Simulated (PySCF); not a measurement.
A structure optimised at PBE-D3(BJ)/def2-SVP, used in a PySCF frequency run:

```xyz
7

Se    -0.4982     0.1575     0.9011
S     -1.7639     0.9334    -0.7855
H     -1.2331     2.1926    -0.8287
Ge     1.2934    -0.6284    -0.4696
H      2.3317    -1.2741     0.4888
H      0.7503    -1.6706    -1.4780
H      1.9226     0.5722    -1.2224
```
Charge 0, spin multiplicity 1.

Task: Write its SMILES and formula.

Result: S[Se][GeH3], GeH₄SSe

Task: What are its rotational constants (standard atomic weights)?

Result: 4.8674, 1.5519, 1.2051 GHz
